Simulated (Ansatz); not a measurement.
Total energies of CH3AlClNS, SMILES `N=[CH][Al]([SH])[Cl]`.

```xyz
8

N     1.466    1.011    1.165
C     0.227    0.723    1.206
Al   -0.678   -0.290   -0.218
S     0.563   -0.912   -1.890
Cl   -2.716   -0.766   -0.175
H     1.921    0.658    0.318
H    -0.305    1.081    2.096
H    -0.477   -1.505   -2.502
```

The species carries charge 0 and has multiplicity 1. Geometry: relaxed with PBE0-D4/def2-TZVP. It is one conformer, not always the lowest. Basis def2-TZVPP, Ansatz 0.2.0.

RPA on PBE orbitals: Hartree–Fock energy of these orbitals -1193.12432 Eh, correlation -1.30747 Eh (frozen core).

```tsv
functional	energy without D4 (Eh)	D4 term (kJ/mol)
PBE	-1195.03844	-20.4
r2SCAN	-1195.51345	-5.0
```

Task: Give the same for LDA (SPW92), revPBE, BLYP, B97M-V, PBE0, B3LYP, r2SCANh, r2SCAN0, HSE06 (plane-wave form), BHLYP, CAM-B3LYP, LC-ωPBE, ωB97X-V, ωB97M-V, B2PLYP, PBE-QIDH. (Estimate.)

Result: Computed: 
```tsv
functional	energy without D4 (Eh)	D4 term (kJ/mol)
LDA (SPW92)	-1190.92868	–
revPBE	-1195.41267	-52.4
BLYP	-1195.61932	-43.3
B97M-V	-1195.36482	–
PBE0	-1195.13341	-17.7
B3LYP	-1195.70594	-33.2
r2SCANh	-1195.50222	-5.5
r2SCAN0	-1195.48651	-6.1
HSE06 (plane-wave form)	-1195.10759	-16.7
BHLYP	-1195.59294	-28.4
CAM-B3LYP	-1195.63213	-18.4
LC-ωPBE	-1195.25651	–
ωB97X-V	-1195.45060	–
ωB97M-V	-1195.55809	–
B2PLYP	-1195.20272	–
PBE-QIDH	-1194.86131	–
```

B3LYP takes the VWN-RPA correlation (the form of Gaussian; ORCA's B3LYP/G). HSE06 is the plane-wave form, built on full-range PBE exchange. The double hybrids freeze the cores in their second-order part.

LC-ωPBE has ω = 0.4 bohr⁻¹.
